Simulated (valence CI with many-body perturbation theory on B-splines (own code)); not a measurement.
## Bi18+: magnetic and hyperfine properties of the levels

Calculated by configuration interaction combined with many-body perturbation theory (CI+MBPT): five valence electrons over a frozen Dirac-Fock core [Kr] 4d10 4f14, a basis of 9 s, 9 p, 8 d, 6 f, 3 g, 1 h functions for each j, with the one-electron correlation potential Σ1, the two-electron term Σ2, the three-electron term Σ3, Breit, model QED; selected CI, second order for the rest (own B-spline code, finite nucleus).

No measured levels were compared; by estimate levels hold to about 250 cm⁻¹ or 0.2 % of their energy and the worst to 1 %, as in measured heavy ions of charge 2 to 7. The list stops below the first excitations out of the core. Only levels of the ground parity were solved; by the run's estimate the other parity begins above the list, which can be wrong where configurations are misplaced.

A/g_I is the dipole constant over the nuclear g factor μ/I (μ in nuclear magnetons, uniformly magnetised nucleus), B/Q the quadrupole constant per barn. Both hold the static response of the core; the bare values leave it out. Large factors of s and p1/2 electrons are usually good to 5 to 10 %; those of open d and f shells near neutrality can be off by tens of per cent, and small factors of p3/2, d and f electrons come from cancelling terms and can be off by a factor of two or in sign, in half-filled shells by more. B is blank for J = 1/2, where it vanishes, and for nearly pure S terms. Energies count from the lowest level.

Levels are named by their leading jj configuration (3d3/2^4 stands for four electrons in 3d with j = 3/2), which in mixed levels can hold well under half, so a name can repeat and another be missing.

```tsv
Level	E (cm⁻¹)	g	A/g_I (MHz)	A/g_I bare	B/Q (MHz/b)	B/Q bare
(5s^2 5p1/2^2 5p3/2) J=3/2	0.0	1.386	14700	13100	29800	27900
(5s^2 5p1/2 5p3/2^2) J=3/2	232180	1.449	-15700	-15900	6120	5760
(5s^2 5p1/2 5p3/2^2) J=5/2	253410	1.199	47400	44600	-113	-92.8
(5s^2 5p1/2 5p3/2^2) J=1/2	280320	0.664	174000	167000
```

(1) Take the isotope of mass number 207, with I = 9/2, μ = 4.0729 μN, leaving out the quadrupole term. What is the hyperfine structure of (5s^2 5p1/2 5p3/2^2) J=5/2?

Answers

(1) From the table A = 42900 MHz. Shifts from the centre of gravity in MHz: F = 2: -590000, F = 3: -461000, F = 4: -290000, F = 5: -75100, F = 6: 182000, F = 7: 483000.
